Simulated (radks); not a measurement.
Problem. These are the eigenvalues of the occupied orbitals of an atom or ion with whole-number occupations (eV). Calculated with a radial shooting solver on a logarithmic mesh with Libxc functionals: Dirac Kohn-Sham, HCTH/407, spin-unpolarised, spherical densities, point nucleus.

1s1/2: -80666.58
2s1/2: -14255.04
2p1/2: -13673.39
2p3/2: -11837.58
3s1/2: -3387.044
3p1/2: -3125.344
3p3/2: -2719.913
3d3/2: -2285.535
3d5/2: -2198.243
4s1/2: -757.0875
4p1/2: -645.3494
4p3/2: -547.8762
4d3/2: -364.9365
4d5/2: -346.7217
4f5/2: -111.3604
4f7/2: -107.4813
5p1/2: -94.9816
5p3/2: -77.4474
5d3/2: -26.6615
5d5/2: -24.6540
6p1/2: -10.4539

Which element is it, and in what charge state? The configuration may be excited. Open shells, if any, fill j = l - 1/2 first.

Solution. Z = 79, gold, charge +1: Au+ in [Kr] 4d10 4f14 5p6 5d10 6p2. The list shows which subshells hold electrons but not how many an open one holds; the 1s level, -2964.4 hartree, gives Z - s = 77.0 by -(Z - s)^2/2, which with screening and relativity narrows Z to a few neighbours, and the depths of the outer levels then fix element, charge and occupations together.
